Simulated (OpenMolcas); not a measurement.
An atom or ion with 40 electrons was computed by SS-CASPT2, IPEA 0.25 Eh, imaginary shift 0.1 Eh with spin-orbit coupling (OpenMolcas, ANO-RCC-VQZP, DKH2). The lowest levels that the run gave, each within 12 % of the measured value where one is at hand:

```csv
J,Parity,E (cm-1),g
0,even,0.0,
1,even,241,1.501
2,even,665,1.500
3,even,1217,1.499
4,even,1859,1.499
0,even,11680,
1,even,12920,1.494
4,even,13060,0.836
5,even,13610,1.043
6,even,14110,1.164
3,even,14520,1.011
2,even,14550,0.675
```

**Question.** Which ion is it, and what are the configurations and terms?

**Answer.** Mo III (Z = 42, charge +2; active space 4 electrons in 5 orbitals (4d)). J, parity and g give the terms where levels are pure, and mixed ones are named by the computed weights; the size of the splittings, set against known spectra of the 40-electron sequence, gives the charge. In order, with the measured energies in cm-1 (Sugar and Musgrove, J. Phys. Chem. Ref. Data 17, 155 (1988)): 4d4 5D0, 4d4 5D1 (242), 4d4 5D2 (668), 4d4 5D3 (1224), 4d4 5D4 (1872), 4d4 3P0(1) (11149), 4d4 3P1(1) (12510), 4d4 3H4 (12680), 4d4 3H5 (13276), 4d4 3H6 (13811), 4d4 3F3(1) (13948), 4d4 3F2(1) (13929).

CASPT2 does not keep the components of a term degenerate, so their means are used; among the terms shown or strongly mixed into the levels shown the widest spread is 170 cm-1 (4d4 3F(1)). Levels of configurations with an s electron are missing; early in the row they begin among the upper levels of the d shell and mix with terms of their name. Measured partners are found by configuration, term and J. A level has none where our copy of the source lacks it or the pairing is in doubt (some pairs that miss far off the trend of their configuration count as doubtful), and it then counts in no deviation. Only configurations of the active space appear.

A number in round brackets counts repeated terms of one configuration in the order of the reference energies.
